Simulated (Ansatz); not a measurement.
Tuning the range parameter of LC-ωPBE so that −HOMO meets the ionisation energy; basis def2-SVPD, Ansatz. System: ZnH₂SCl₅³⁻ (relaxed from a model of [Zn(H2S)Cl5]3-, whose bonding it doesn't keep). The state is a singlet with charge -3. Geometry: PBE-D4/def2-SVPD. The ionised state is a doublet.

Geometry of the singlet:

```csv
atom,x (Å),y (Å),z (Å)
Zn1,0.708,0.842,-0.608
S2,-1.739,-2.063,1.485
H3,-1.392,-0.712,1.664
H4,-0.934,-2.056,0.333
Cl5,2.065,2.484,-1.804
Cl6,2.841,0.163,0.816
Cl7,-1.390,1.564,-2.057
Cl8,-0.560,1.296,1.480
Cl9,0.401,-1.519,-1.308
```

A multiply charged anion in the gas phase is held together partly by the finite basis. At LC-ωPBE (ω = 0.10 bohr⁻¹)/def2-SVPD, LC-ωPBE (ω = 0.15 bohr⁻¹)/def2-SVPD, LC-ωPBE (ω = 0.20 bohr⁻¹)/def2-SVPD, LC-ωPBE (ω = 0.30 bohr⁻¹)/def2-SVPD the highest occupied level of the charge -3 singlet lies above zero (up to 3.39 eV). By energy differences it is unbound by 2.50 eV (vertical, against the charge -2 doublet, at LC-ωPBE (ω = 0.10 bohr⁻¹)/def2-SVPD) and held by the finite basis. In the singlet geometry the species has come apart into loosely held pieces. In the doublet geometry the species has come apart into loosely held pieces.

```
ω (1/bohr)  HOMO (eV)  LUMO (eV)  vertical IE (eV)  HOMO + IE (eV)
       0.1       3.39       9.10             -2.50            0.89
      0.15       2.78       9.39             -2.26            0.53
       0.2       2.27       9.56             -1.98            0.29
       0.3       1.47       9.72             -1.48           -0.01
```

Question: Where does the tuning condition hold?

Answer: Near ω = 0.30 bohr⁻¹, by linear interpolation.
